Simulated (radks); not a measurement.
Rb8+, 29 electrons, occupied as [Ar] 3d10 4s1 (the NIST ground configuration). Method: scalar-relativistic Kohn-Sham, PBE, spin-unpolarised, spherical densities, point nucleus; computed with a radial shooting solver on a logarithmic mesh with Libxc functionals.

Unscreened Slater integrals over Kohn-Sham orbitals (hartree).

\begin{tabular}{lr}
integral & value \\ \hline
F0(4s,4s) & 0.71952 \\
F0(4s,3d) & 0.90516 \\
G2(4s,3d) & 0.086718 \\
F0(4s,3p) & 0.90492 \\
G1(4s,3p) & 0.077352 \\
F0(4s,3s) & 0.90620 \\
G0(4s,3s) & 0.057497 \\
F0(3d,3d) & 1.7744 \\
F2(3d,3d) & 0.86258 \\
F4(3d,3d) & 0.54545 \\
F0(3d,3p) & 1.7524 \\
F2(3d,3p) & 0.84653 \\
G1(3d,3p) & 1.0103 \\
G3(3d,3p) & 0.63326 \\
F0(3d,3s) & 1.7620 \\
G2(3d,3s) & 0.77093 \\
F0(3p,3p) & 1.7507 \\
F2(3p,3p) & 0.88062 \\
F0(3p,3s) & 1.7592 \\
G1(3p,3s) & 1.1632 \\
F0(3s,3s) & 1.7700 \\
\end{tabular}
